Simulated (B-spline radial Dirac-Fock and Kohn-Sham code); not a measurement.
Magnetic form factor of the 4d shell of Tl⁴²⁺

System: the Tl⁴²⁺ ion, configuration [Kr] 4d3.

Method: Dirac-Fock densities. Computed with a B-spline atomic structure program. ⟨j_K⟩ is the integral of the 4d radial density with the spherical Bessel function j_K(4πsr), s = sin θ/λ.

| s (Å⁻¹) | ⟨j0⟩ | ⟨j2⟩ | ⟨j4⟩ |
| --- | --- | --- | --- |
| 0 | 1.0000 | 0.0000 | 0.0000 |
| 0.07 | 0.9944 | 0.0022 | 0.0000 |
| 0.08 | 0.9927 | 0.0029 | 0.0000 |
| 0.1 | 0.9886 | 0.0046 | 0.0000 |
| 0.12 | 0.9836 | 0.0066 | 0.0000 |
| 0.14 | 0.9777 | 0.0089 | 0.0000 |
| 0.17 | 0.9672 | 0.0130 | 0.0001 |
| 0.2 | 0.9549 | 0.0179 | 0.0001 |
| 0.24 | 0.9356 | 0.0254 | 0.0002 |
| 0.29 | 0.9072 | 0.0364 | 0.0005 |
| 0.35 | 0.8675 | 0.0516 | 0.0010 |
| 0.41 | 0.8222 | 0.0686 | 0.0019 |
| 0.49 | 0.7548 | 0.0930 | 0.0037 |
| 0.59 | 0.6626 | 0.1248 | 0.0072 |
| 0.7 | 0.5561 | 0.1587 | 0.0132 |
| 0.84 | 0.4219 | 0.1959 | 0.0241 |
| 1 | 0.2822 | 0.2250 | 0.0409 |
| 1.2 | 0.1433 | 0.2365 | 0.0661 |
| 1.43 | 0.0417 | 0.2172 | 0.0953 |

Radial moments of the shell: ⟨r²⟩ = 0.1561, ⟨r⁴⟩ = 0.03550, ⟨r⁶⟩ = 0.01059 in powers of bohr.
